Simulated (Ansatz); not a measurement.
`O[SiH2]N[SiH](O)O` + CH₄ → `C[SiH2]N[SiH](O)O` + H₂O  (formal exchange of groups at the Si–O bond)

Gas-phase electronic energies from Ansatz, PBE0-D4/def2-TZVP geometries. CCSD(T)/CBS adds triple-zeta CCSD(T) − MP2 to the extrapolated MP2 energy (def2 sets, frozen cores). This one scheme is used for every species. Functionals use def2-TZVPP. B3LYP here is the variant with VWN-RPA as its local correlation; programs differ in this. Each species was taken in one conformer, which may not be the lowest.

`O[SiH2]N[SiH](O)O`:

Z-matrix (Å, degrees):
```
Si
N 1 1.717
O 1 1.659 2 111.4
H 1 1.486 2 107.1 3 -121.9
H 1 1.477 2 112.4 3 114.8
Si 2 1.717 1 124.2 3 -50.1
H 2 1.009 1 117.2 3 116.7
H 3 0.959 1 116.6 2 -70.2
O 6 1.634 2 107.5 1 5.0
O 6 1.642 2 105.2 1 128.6
H 6 1.479 2 115.4 1 -111.7
H 9 0.963 6 117.1 2 38.3
H 10 0.958 6 116.9 2 164.0
```

CH₄:

```xyz
5

C     0.000    0.000    0.000
H     0.971   -0.219    0.443
H    -0.019    1.035   -0.339
H    -0.781   -0.153    0.744
H    -0.170   -0.663   -0.848
```

`C[SiH2]N[SiH](O)O`:

```xyz
15

C    -2.047    1.367   -0.940
Si   -0.998    0.913    0.535
N    -0.119   -0.557    0.278
Si    1.558   -0.854    0.371
O     2.189   -1.550   -0.982
O     1.858   -1.949    1.549
H    -2.773    0.580   -1.163
H    -2.604    2.288   -0.745
H    -1.431    1.521   -1.828
H     0.012    1.970    0.801
H    -1.890    0.791    1.723
H    -0.688   -1.388    0.168
H     2.203    0.454    0.629
H     2.118   -1.061   -1.802
H     2.612   -2.524    1.407
```

H₂O:

Z-matrix (Å, degrees):
```
O
H 1 0.960
H 1 0.960 2 105.1
```

| level | ΔE (kJ/mol) |
| --- | --- |
| B3LYP-D4 | 121.4 |
| HF/def2-QZVPP | 125.9 |

(1) What does CCSD(T)/CBS give? (Estimate.)

Largest T1 diagnostic among the species: 0.012.

## Answers

(1) Ansatz gave: +114.3 kJ/mol. The listed levels differ from it by 7.1, 11.6 kJ/mol.

In def2-TZVPP, CCSD(T) changes the Hartree–Fock value by −8.9 kJ/mol (the triples alone add −0.2 kJ/mol) and MP2 by −7.1 kJ/mol.
